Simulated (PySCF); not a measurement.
Working with the constants of SnN⁻

RHF-CCSD(T) constants of SnN⁻, ¹Σ⁺ (singlet), closed shell (PySCF, scalar-relativistic core potentials, basis sets Sn def2-SVPD with ECP28, N def2-SVPD; masses 119.9022 and 14.0031 u):

```
ωe              : 731.3 cm⁻¹
ωexe            : 3.84 cm⁻¹
Be              : 0.35919 cm⁻¹
αe              : 0.00239 cm⁻¹
D (centrifugal) : 3.47e-07 cm⁻¹
De to Sn⁻ + N   : 3.47 eV
```

Q: Give the band origin of the fundamental and the first lines of its P and R branches.

A: ν0 = ωe − 2ωexe = 723.6 cm⁻¹, B0 = 0.35800, B1 = 0.35561 cm⁻¹.

```json
{"J″": "0", "P(J″) − ν0": "", "R(J″) − ν0": "0.711"}
{"J″": "1", "P(J″) − ν0": "-0.716", "R(J″) − ν0": "1.418"}
{"J″": "2", "P(J″) − ν0": "-1.437", "R(J″) − ν0": "2.119"}
{"J″": "3", "P(J″) − ν0": "-2.162", "R(J″) − ν0": "2.816"}
{"J″": "4", "P(J″) − ν0": "-2.893", "R(J″) − ν0": "3.508"}
{"J″": "5", "P(J″) − ν0": "-3.628", "R(J″) − ν0": "4.195"}
{"J″": "6", "P(J″) − ν0": "-4.367", "R(J″) − ν0": "4.878"}
```

Q: Near which J would the R branch turn back, without centrifugal distortion?

A: At J ≈ (B0 + B1)/(2(B0 − B1)) − 1 ≈ 150.

Correlated steps freeze 5 core orbitals. Correlated levels converge slowly with the basis: in double zeta they bind strong bonds too weakly, by up to about 1 eV, and carry superposition errors of some tenths. These are scalar-relativistic numbers at best; spin–orbit coupling would shift them, the dissociation energy most. For an ion De counts to the pair picked by the measured ionisation energies or electron affinities, which need not be the lowest pair at this level. Where the molecule has an RHF reference, its open-shell atoms are computed with UHF. The CCSD T1 diagnostic is raised, a sign that a single reference may not be enough here.
